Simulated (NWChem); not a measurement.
# SnH3F; SMILES [F][SnH3]

Results from NWChem. Structure relaxed at the PBE0/def2-SVP level. No frequency run checked for a minimum. def2 effective core potentials on Sn; no spin-orbit coupling.

Diagonal of the polarisability tensor at CAM-B3LYP/def2-SVPD, static: 41.74, 41.74, 37.82 bohr³.

Find the mean polarisability volume, the molar refraction, and the refractive index that an ideal gas of it would have at 273.15 K and 1 atm.


1. Mean: one third of the trace = 40.43 bohr³ × 0.14818 Å³/bohr³ = 5.99 Å³.
2. Molar refraction (Lorentz-Lorenz): (4π/3) N_A α = 15.1 cm³/mol.
3. Number density p/kT = 2.687 × 10⁻⁵ Å⁻³; n − 1 = 2π N α = 10.11 × 10⁻⁴.
4. These hold the electronic response alone: vibrational and orientational terms add to the static dielectric constant.
